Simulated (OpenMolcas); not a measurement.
**P2+: the spin-orbit constant, worked from levels**

- Program: OpenMolcas
- Basis: ANO-R2 [5s4p3d1f]
- Scalar Hamiltonian: X2C, finite nucleus
- Active space: 3 electrons in 9 orbitals (RAS2 3s 3p; RAS3 3d, at most 2 electrons)
- State averaging: 2S+1 = 4 odd, 1 root; 2S+1 = 2 odd, 11 roots; 2S+1 = 4 even, 3 roots; 2S+1 = 2 even, 9 roots
- Spin-orbit coupling: state interaction with AMFI integrals over the reference wave functions, term energies averaged over their components

Methods: RASSCF; MS-RASPT2, IPEA 0.25 Eh, imaginary shift 0.1 Eh (closed shells correlated: 2s 2p). Measured levels: Martin, Zalubas and Musgrove, J. Phys. Chem. Ref. Data 14, 751 (1985).

**The spin-orbit constant.** For the Hund term 2P* of p1, E(J) = (A/2) J(J+1) + constant and ζ = 2S·A = A. From J = 1/2 to J = 3/2 the energy changes by 1.5 A.

```tsv
Source	E(3/2) - E(1/2)	A	ζ
RASSCF	489.5	326.3	326
MS-RASPT2	491.4	327.6	328
measured	559.1	372.7	373
```

All in cm-1. MS-RASPT2 is off by -12.1 % and RASSCF by -12.4 %. Both methods take the spin-orbit matrix elements from the reference wave functions, so the second can move ζ only through the term energies and any multistate remixing.

Active for correlation alone: 3d; no level in the range computed is led by a configuration that fills it, so any true level of that kind is missing. Computed and measured levels are paired by configuration, term and J; levels that our copy of the source lacks, or whose pairing is in doubt (as where it misses far off the trend of its configuration), stay unpaired and out of the deviations. Only configurations of the active space appear.

* marks odd parity.
